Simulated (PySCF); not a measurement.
This script is equivalent to a calculation on Cr (chromium, neutral).

```python
from pyscf import gto, scf, dft, mp, cc
import basis_set_exchange as bse
mol = gto.M(atom="Cr 0 0 0", charge=0, spin=6, symmetry="D2h",
            basis=gto.basis.parse(bse.get_basis("def2-SVP", elements=["Cr"], fmt="nwchem", header=False)))
mf = dft.UKS(mol, xc="B3LYP")
mf.irrep_nelec = {'Ag': (6, 3), 'B1g': (1, 0), 'B2g': (1, 0), 'B3g': (1, 0), 'B1u': (2, 2), 'B2u': (2, 2), 'B3u': (2, 2)}
mf.kernel()
```

Question: What total energy does it give?

Answer: -1044.301 hartree (calculated).

Question: Which occupied shell lies highest, and where?

Answer: 4s α, at -4.406 eV.

Question: What is ⟨S²⟩, and what would a pure spin state give?

Answer: 12.000, against 12.00.
